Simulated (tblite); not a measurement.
Compound: C5H15PSi.
Numbering: `[CH3:1][CH2:2][CH2:3][P:4]([CH3:5])[CH2:6][SiH3:7]` (hydrogens: H8, H9, H10 on C1; H11, H12 on C2; H13, H14 on C3; H15, H16, H17 on C5; H18, H19 on C6; H20, H21, H22 on Si7)

Structure used (GFN2-xTB), in Å, numbered top down from 1:
```
atom  x, y, z in Å
C1    -3.5156   -0.0376   -0.0760
C2    -2.1753   -0.5368    0.4511
C3    -1.0273    0.3649    0.0105
P4     0.6024   -0.1182    0.7825
C5     0.9667   -1.6119   -0.2472
C6     1.6590    1.1078   -0.1247
Si7    3.5142    0.9213    0.2520
H8    -4.3198   -0.6987    0.2392
H9    -3.5090    0.0011   -1.1638
H10   -3.7256    0.9617    0.3000
H11   -2.0026   -1.5535    0.0912
H12   -2.2022   -0.5737    1.5429
H13   -0.9349    0.3630   -1.0808
H14   -1.2309    1.3918    0.3308
H15    0.8612   -1.3940   -1.3099
H16    0.2831   -2.4118    0.0307
H17    1.9819   -1.9444   -0.0411
H18    1.3314    2.0971    0.2030
H19    1.4627    1.0348   -1.1971
H20    4.2120    2.0365   -0.3955
H21    3.7248    0.9550    1.6980
H22    4.0334   -0.3349   -0.2963
```

Method: GFN2-xTB as coded in tblite; computed harmonic values from a numerical Hessian at the method's own geometry, unscaled. Errors from tens to a few hundred cm⁻¹ against measured bands are possible. Modes of hydrogen on silicon can be 10 to 20 % off. One conformer, not necessarily the lowest.

Harmonic wavenumbers (cm⁻¹): 39.4, 60.0, 75.0, 87.6, 108.2, 174.8, 193.4, 229.5, 240.4, 267.6, 301.6, 362.8, 502.5, 524.3, 682.3, 707.5, 717.7, 749.8, 760.0, 772.7, 784.8, 795.7, 805.4, 830.7, 874.7, 895.4, 949.6, 1016.1, 1049.3, 1079.8, 1111.4, 1137.0, 1218.3, 1228.4, 1271.8, 1318.0, 1340.7, 1415.2, 1423.0, 1442.9, 1451.2, 1463.4, 1493.7, 1504.0, 1506.5, 2239.7, 2244.9, 2281.4, 2912.1, 2932.3, 2936.4, 2954.7, 2964.6, 2978.6, 2979.2, 3013.1, 3020.3, 3024.8, 3029.7, 3035.2.

A = 4495, B = 677.9, C = 631.3 MHz; mass 134.068 u (most abundant isotopes); point group C1, symmetry number 1.

Q: Zero-point energy?

A: Half the sum of the wavenumbers: 39756 cm⁻¹ = 475.58 kJ/mol.

Q: Give the ideal-gas entropy at 273.15 K and 1 bar in the rigid-rotor, harmonic-oscillator model (classical rotation).

A: Translation 168.13, rotation 122.35, vibration 145.83: S = 436.3 J/(mol K).

Q: And Cp and H(273.15 K) − H(0)?

A: Cp = 172.68 J/(mol K), of which vibrations give 139.42 (their classical limit is 60 R = 498.9); H(273.15 K) − H(0) = 29.34 kJ/mol without the zero-point energy, 20.26 from vibrations.

Q: Blend soft modes into free rotors: weight 1/[1 + (100 cm⁻¹/ν̃)⁴] for the oscillator and the rest for a rotor with moment μB/(μ + B), μ = h/(8π²ν), B = 10⁻⁴⁴ kg m². What vibrational entropy results?

A: 131.45 J/(mol K) in place of 145.83, which changes −T·S at 273.15 K by +3.93 kJ/mol.

Q: How do the functions run with temperature in this model?

A: 
```csv
T (K),S (J/(mol K)),Cp (J/(mol K)),H − H(0) (kJ/mol),G − H(0) (kJ/mol),ln q(vib)
150,351.9,116.2,11.65,-41.13,4.44
250,421.5,161.5,25.47,-79.91,7.86
298.15,452.0,184.8,33.81,-100.94,9.43
400,512.9,231.6,55.06,-150.11,12.67
600,621.4,304.3,109.07,-263.79,18.79
900,759.6,376.8,212.06,-471.61,27.32
```

q(vib) and H(0) count from the zero-point level.

Q: What must be added to the electronic energy to get the Gibbs energy at 273.15 K and 1 bar?

A: ZPE + [H(273.15 K) − H(0)] − T·S = 475.58 + 29.34 − 119.18 = 385.74 kJ/mol.

Q: Which modes carry the vibrational entropy at 273.15 K?

A: 39.4 cm⁻¹: 21.40; 60.0 cm⁻¹: 17.93; 75.0 cm⁻¹: 16.09; 87.6 cm⁻¹: 14.82; 108.2 cm⁻¹: 13.10; 174.8 cm⁻¹: 9.29 J/(mol K); the other 54 give 53.20 together.

Hindered rotation and anharmonicity are outside this model. Other conformers, if any are populated, would add a mixing term that is left out. The structure is chiral; the term R ln 2 for an equal mix with its mirror image is left out.

Hardware: an AMD EPYC 9R45 with one thread, no GPU, shared host with 96 logical CPUs at a one-minute load of 17. Cost: 0.57 s. The figure is for the frequency step alone.
